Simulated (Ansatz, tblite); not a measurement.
Forces on GaH2Et (C2H7Ga) at its PBE0-D4/def2-SVP geometry. The state is a singlet with charge 0.

The xTB rows come from tblite.

GFN1-xTB (tblite), largest force 0.81 eV/Å:

```xyz
10
positions Å, forces eV/Å
Ga   -0.441   -1.543   -0.488   -0.223   -0.600   -0.496
H    -1.951   -1.733   -0.906    0.160   -0.073   -0.038
H     0.639   -2.530   -1.080   -0.171    0.029   -0.010
C     0.084   -0.048    0.698   -0.004   -0.150    0.293
C     0.298    1.256   -0.076    0.169    0.743   -0.166
H     1.004   -0.321    1.240   -0.039    0.291    0.101
H    -0.704    0.092    1.458    0.203    0.233    0.068
H     0.584    2.086    0.592   -0.073   -0.233   -0.070
H     1.099    1.165   -0.828   -0.194   -0.079    0.184
H    -0.613    1.576   -0.610    0.173   -0.161    0.136
```

GFN2-xTB (tblite), largest force 0.76 eV/Å:

```
Ga -0.120 -0.319 -0.302
H 0.019 -0.159 -0.124
H -0.116 -0.123 -0.111
C 0.083 0.160 0.418
C 0.156 0.723 -0.191
H -0.041 0.182 0.016
H 0.142 0.159 -0.005
H -0.093 -0.278 -0.108
H -0.235 -0.119 0.232
H 0.204 -0.225 0.176
```

PBE0-D4/def2-TZVP (Ansatz), largest force 0.31 eV/Å:

```
Ga -0.001 0.020 -0.018
H 0.026 0.002 0.005
H -0.018 0.012 0.011
C 0.035 -0.018 0.309
C 0.031 0.229 -0.152
H -0.230 0.083 -0.142
H 0.207 -0.019 -0.197
H -0.074 -0.218 -0.152
H -0.206 0.008 0.195
H 0.230 -0.097 0.142
```
